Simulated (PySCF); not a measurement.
SMILES [SiH](Cl)(F)O (PBE0/def2-SVP optimised geometry):

```
6

Si    -0.562    -0.693     0.000
O     -1.138    -1.441    -1.336
F      1.052    -0.693     0.000
Cl    -1.125    -1.686     1.705
H     -1.052     0.693     0.000
H     -1.007    -2.389    -1.435
```

Method: PBE0/def2-TZVP run with PySCF 2.14.0.

Problem. What are the frontier orbital energies and the dipole moment?

Solution. HOMO-2 -10.46 eV, HOMO-1 -9.68 eV, HOMO -9.56 eV, LUMO 0.46 eV, LUMO+1 0.99 eV; dipole moment 1.13 D.

On the same geometry PySCF 2.14.0 with PBE/def2-TZVP gives HOMO-2 -8.78 eV, HOMO-1 -8.21 eV, HOMO -8.01 eV, LUMO -0.46 eV, LUMO+1 0.02 eV; dipole moment 1.13 D.

Meta-Löwdin charges at PBE0/def2-TZVP: Si1 1.27, O2 -0.74, F3 -0.50, Cl4 -0.29, H5 -0.10, H6 0.37.
